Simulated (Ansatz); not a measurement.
Abridged output of a molecular run in Ansatz:

```
Functional definition: HF
2046 factors; integrals over basis functions are off by at most 9.2e-4 eV
mean field evaluation 1: about -10444.9578 eV, gradient 5.5e1 eV
mean field evaluation 2: about -10445.3883 eV, gradient 5.5e1 eV
mean field evaluation 4: about -10451.8700 eV, gradient 4.9e0 eV
mean field evaluation 8: about -10451.9545 eV, gradient 3.2e-1 eV
mean field -10451.95497351 eV, -384.1022606869 hartree, gradient 1.5e-6 eV, S^2 0.000000; 0 other end points of the search recorded, 0 dependent functions left out
8 core orbitals not correlated: weight in the atoms' cores, before any rotation towards them, 1.000 or more for the frozen orbitals, at most 0.000 for the correlated occupied ones
reference -10451.95497351 eV, -384.1022606869 hartree; 21, 21 occupied and 303, 303 virtual orbitals, 2046 factors
second order -38.33126961 eV of doubles, -0.00000000 eV of singles
cycle   1  -37.73230228 eV  change    6.0e-1 eV  update   1.3e-1
cycle   2  -38.63667801 eV  change   -9.0e-1 eV  update   3.9e-2
cycle   3  -38.82843612 eV  change   -1.9e-1 eV  update   1.8e-2
cycle   4  -38.80844650 eV  change    2.0e-2 eV  update   4.7e-3
cycle   5  -38.80683495 eV  change    1.6e-3 eV  update   2.5e-3
cycle   6  -38.80860483 eV  change   -1.8e-3 eV  update   8.4e-4
cycle   7  -38.80801282 eV  change    5.9e-4 eV  update   4.0e-4
cycle   8  -38.80781671 eV  change    2.0e-4 eV  update   1.5e-4
cycle   9  -38.80789675 eV  change   -8.0e-5 eV  update   5.5e-5
cycle  10  -38.80792078 eV  change   -2.4e-5 eV  update   2.0e-5
perturbative correction -1.79913202 eV, -0.0661168822 hartree
Total energy: -10492.56202630 eV, -385.5945423526 hartree
```

Its atoms:

Cartesian coordinates in Å:
```
O -0.078 -1.558 2.061
B 0.370 -1.440 0.774
O 1.068 -2.485 0.234
C 0.052 -0.134 0.026
C 0.343 0.313 -1.253
C -0.199 1.603 -1.406
C -0.813 1.922 -0.215
N -0.654 0.877 0.627
H 0.163 -2.402 2.453
H 1.348 -2.328 -0.669
H 0.893 -0.236 -2.004
H -0.151 2.233 -2.281
H -1.345 2.812 0.083
H -0.997 0.821 1.570
```

(1) Which basis set was used?
A. def2-QZVPP
B. def2-SVP
C. def2-TZVPP
D. def2-TZVPPD

(2) Write the keys of the input that set method, charge and spin (a neutral closed shell needs none for the last two).

Results:

(1) C. It gives 332 functions.

(2) 
```yaml
correlation: {method: ccsd_t}
```
